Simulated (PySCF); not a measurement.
Level of theory: TPSSh-D3(BJ)/def2-TZVP // PBE-D3(BJ)/def2-SVP run with PySCF 2.14.0. Gas-phase values, no solvent. One relaxed conformer stands for a flexible species; it need not be the lowest. 

Reference species: [Zn(Cl)2] (neutral, multiplicity 1).

coordination number: 2
HOMO: -8.39 eV
mean distance from the central atom to its bonded neighbours: 2.103 Å
charge on the central atom (Mulliken): 0.62 e

Changed species: [Zn(NH2)2] (2 of 2 Cl replaced by NH2; the reference has 0 of 2 Cl replaced by NH2).

Problem. What does the change do to the coordination number, HOMO, mean distance from the central atom to its bonded neighbours and charge on the central atom (Mulliken)?

Solution. the coordination number hardly moves; the HOMO goes up by 2.30 eV, to -6.09 eV; the mean distance from the central atom to its bonded neighbours drops by 0.273 Å, to 1.830 Å; the charge on the central atom (Mulliken) falls by 0.19 e, to 0.43 e.
